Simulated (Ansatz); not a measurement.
Ansatz (a first-principles code) input:

Ansatz 0.2 input:
```yaml
crystal:
  periodic: [false, false, false]
  atoms:
    - {symbol: Fe, position_ang: [-0.00000000, -0.00000000, -0.05817560]}
    - {symbol: H, position_ang: [0.00000000, 0.00000000, 1.51256555]}
basis:
  gaussian:
    orbitals: def2-TZVP
hamiltonian:
  xc: b3lyp
  dispersion: d3bj
magnetization: {spin_polarized: true, initial_magnetization: 3}
phonons: {temperatures: {t_min: 298.15, t_max: 298.15, t_step: 100}}
```

Problem. What final total energy does it print?

Solution. -1264.28813 Eh (B3LYP-D3(BJ)/def2-TZVP). The basis has 51 functions.

The spin state was set by rule; other spins were not relaxed.

The determinant is spin-contaminated: <S^2> is 3.88 against 3.75 for a pure state.
